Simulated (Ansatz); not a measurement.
Wavefunction ladder for ClH4SbSi (`Cl[SiH2][SbH2]`)

```xyz
7

Cl    0.038    1.093    1.936
Si    0.734    0.581    0.066
Sb   -0.737   -1.159   -1.121
H     0.793    1.823   -0.744
H     2.108    0.044    0.232
H    -0.799   -2.092    0.307
H    -2.137   -0.291   -0.675
```

The species carries charge 0 and has multiplicity 1. Correlated methods include outer-core shells of Sb, which these sets cover unevenly. Sb takes the def2 core potential. Geometry: relaxed with PBE0-D4/def2-TZVP. Frozen core, restricted reference, Ansatz 0.2.0.

```tsv
basis	HF (Eh)	MP2 corr.
def2-SVP	-989.81428	-0.35424
def2-TZVPP	-990.08820	-0.67126
def2-QZVPP	-990.11190	-0.94041
```

(1) Estimate the CCSD correlation energy and the (T) correction in each basis where they were run (hartree).

Answers

(1) 
```tsv
basis	CCSD corr.	(T)
def2-SVP	-0.40352	-0.01035
def2-TZVPP	-0.70589	-0.02457
```
